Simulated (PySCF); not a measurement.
PySCF 2.14 output of an unrestricted PBEsol calculation on a single atom or ion in dyall-acv3z (19s12p6d4f, 113 functions), with no relativity, point nucleus:

```
SCF conv_tol = 1e-09
number electrons alpha = 10  beta = 6
    J. P. Perdew, A. Ruzsinszky, G. I. Csonka, O. A. Vydrov, G. E. Scuseria, L. A. Constantin, X. Zhou, and K. Burke.,  Phys. Rev. Lett. 100, 136406 (2008)
    J. P. Perdew, A. Ruzsinszky, G. I. Csonka, O. A. Vydrov, G. E. Scuseria, L. A. Constantin, X. Zhou, and K. Burke.,  Phys. Rev. Lett. 100, 136406 (2008)
cycle= 1 E= -397.069845012106  delta_E= -0.0107  |g|= 0.0315  |ddm|= 0.339
cycle= 2 E= -397.069914390121  delta_E= -6.94e-05  |g|= 0.0105  |ddm|= 0.0345
cycle= 3 E= -397.06992133438  delta_E= -6.94e-06  |g|= 0.000298  |ddm|= 0.0204
cycle= 4 E= -397.069921378135  delta_E= -4.38e-08  |g|= 9.86e-05  |ddm|= 0.00588
cycle= 5 E= -397.069921382638  delta_E= -4.5e-09  |g|= 2.46e-05  |ddm|= 0.00037
cycle= 6 E= -397.069921382929  delta_E= -2.91e-10  |g|= 5.17e-07  |ddm|= 0.00041
converged SCF energy = -397.069921382929  <S^2> = 6.000164  2S+1 = 5.0000656
```

The run itself started from symmetry-adapted Hartree-Fock orbitals and held the occupation by maximum overlap, on a logarithmic radial grid, so the iterations belong to that start.

Problem. Which element, charge and spin multiplicity is this?

Solution. S (sulfur, neutral), multiplicity 5; the state was [Ne] 3s2 3p3 4s1, high-spin 5S determinant (an excited configuration).

The outer electron is Rydberg-like, and this basis confines it to a smaller radius and binds it less than a complete one would.
